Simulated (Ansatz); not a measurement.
Reactions of `F[CH]([GeH3])CCl`.

Isolated molecules relaxed with PBE0-D4/def2-TZVP in Ansatz; ΔE leaves out vibrations. CCSD(T)/CBS is the MP2 limit (def2-TZVPP, def2-QZVPP) plus CCSD(T) − MP2 in def2-TZVPP, frozen cores. This one scheme is used for every species. DFT in def2-TZVPP. For Ge outer-core shells are correlated without core-valence functions, which leaves a few kJ/mol of doubt a bond. Scalar relativity is left out up to krypton. One conformer a species, not always the lowest.

```csv
reaction,CCSD(T)/CBS(def2) (eV)
`F[CH]([GeH3])CCl` + `COBF` → `FB[O][GeH3]` + `CC(F)CCl`,-1.34
`F[CH]([GeH3])CCl` + `N[SiH2][SiH3]` → `[SiH3][SiH2][NH][GeH3]` + `FCCCl`,-0.42
`F[CH]([GeH3])CCl` + BH₃ → `BC(F)CCl` + GeH₄,-0.27
`F[CH]([GeH3])CCl` + `[SiH3]B(Cl)Cl` → `ClB(Cl)[SiH2][GeH3]` + `FCCCl`,?
`F[CH]([GeH3])CCl` + `C=C=C` → `C=C=[CH][GeH3]` + `FCCCl`,-0.30
```

Fill in the missing values. (Best estimate.)

Ansatz gave: `F[CH]([GeH3])CCl` + `[SiH3]B(Cl)Cl` → `ClB(Cl)[SiH2][GeH3]` + `FCCCl`: -0.58 eV.

Largest T1 diagnostic: 0.013, for `[SiH3]B(Cl)Cl`.
